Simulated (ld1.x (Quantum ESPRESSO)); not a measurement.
# What the settings do to the TM potential of Sn

Base potential:

```
Element                 : tin (Sn)
Generator               : ld1.x (Quantum ESPRESSO) 7.5
Type                    : norm-conserving Troullier–Martins (Kleinman–Bylander form)
Functional              : Wu–Cohen
Relativity              : non-relativistic
Frozen core             : [Ar] 3d10 4s2
Valence charge          : 20
Reference configuration : 4p6 4d10 5s1 5p3
Partial waves           : 5s (bound): rc 2.05 bohr; 4p (bound): rc 1.35 bohr; 4d (bound): rc 1.70 bohr
Local potential         : the d channel
Core correction         : a·sin(br)/r model core inside 0.65 bohr
```

Occupied shells without a wave of their own: 5p. They enter only through the test configuration that unscreens the potential, and ld1.x also counts them in the model core charge.

All-electron outer shells of the reference configuration (Wu–Cohen, non-relativistic, ld1.x):

```csv
shell,level (eV),outermost node (bohr),outermost maximum (bohr)
3d,-481.61,–,0.25
4s,-125.24,0.42,0.77
4p,-88.79,0.41,0.80
4d,-28.52,0.39,0.88
5s,-10.61,1.02,2.09
5p,-4.35,1.10,2.55
```

Cutoffs, loose and tight: the cutoffs (Ry, on a coarse ladder) from which the occupation-weighted sum of valence levels, in a spherical-Bessel basis at the reference potential, stays within 10 and 1 mRy of its value at 400 Ry. They do not see the model core or the augmentation charge, which bear on the density cutoff. Test errors are all-electron minus pseudo excitation energies from the reference, over the configurations 4p6 4d10 5s2 5p2; 4p6 4d10 5s2 5p1; 4p6 4d10 5s2 5p0; 4p6 4d10 5s0 5p0; 4p6 4d10 5s1 5p0; 4p5 4d10 5s2 5p2; 4p6 4d10 5s1 5p2. A dash means not determined; rows that change the core or the reference have their own tests.

With those shells counted twice in exchange and correlation these files are broken, and their errors move erratically; no question is asked of them.

A true bound ghost makes a file unfit for plane-wave use even where its test errors are small: the radial tests pick states by their node count and pass the ghost by.

```csv
change,outcome,"cutoff, loose","cutoff, tight",bound ghosts,largest test error (meV)
base,generated,80 Ry,140 Ry,s,-2316
wave 4p (bound): rc 1.35 bohr becomes 4p (bound): rc 0.84 bohr,generated,200 Ry,300 Ry,s,-1606
wave 4p (bound): rc 1.35 bohr becomes 4p (bound): rc 1.06 bohr,generated,160 Ry,200 Ry,s,-1719
wave 4p (bound): rc 1.35 bohr becomes 4p (bound): rc 1.24 bohr,generated,90 Ry,160 Ry,s,-2065
wave 4p (bound): rc 1.35 bohr becomes 4p (bound): rc 1.34 bohr,generated,80 Ry,140 Ry,s,-2316
wave 4p (bound): rc 1.35 bohr becomes 4p (bound): rc 1.56 bohr,generated,80 Ry,120 Ry,s,-2807
wave 4p (bound): rc 1.35 bohr becomes 4p (bound): rc 1.72 bohr,generated,80 Ry,120 Ry,s,-2909
wave 4p (bound): rc 1.35 bohr becomes 4p (bound): rc 1.80 bohr,generated,80 Ry,120 Ry,s,-2808
wave 4p (bound): rc 1.35 bohr becomes 4p (bound): rc 1.98 bohr,generated,80 Ry,120 Ry,s,-2163
```

Reading the sweep of the p radius (base included, trends over the rows without a ghost): Bound ghosts are found at 0.84, 1.06, 1.24, 1.34, 1.35, 1.56, 1.72, 1.8, 1.98 bohr. Every judged row has one, so this setting neither creates nor removes them.
